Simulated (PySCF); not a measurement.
N,N-dimethylethenamine (C4H9N), SMILES C=CN(C)C. Geometry: PBE-D3(BJ)/def2-SVP. The values are those of a single conformer.

Computed equilibrium geometry at PBE-D3(BJ)/def2-SVP (PySCF confirms it by a frequency run) as Cartesian coordinates in Å (one conformer of several):
```xyz
14

C      1.9304     0.6188     0.0518
C      0.9853    -0.3422    -0.1088
N     -0.3863    -0.1751    -0.1891
C     -1.2461    -1.2859     0.1601
C     -0.9320     1.1506    -0.0157
H      2.9917     0.3399     0.0181
H      1.6883     1.6810     0.1972
H      1.2963    -1.3959    -0.2212
H     -2.2194    -1.2026    -0.3676
H     -1.4590    -1.3550     1.2564
H     -0.7713    -2.2383    -0.1492
H     -0.8356     1.5306     1.0322
H     -0.4061     1.8671    -0.6802
H     -2.0062     1.1512    -0.2865
```
Charge 0, spin multiplicity 1.
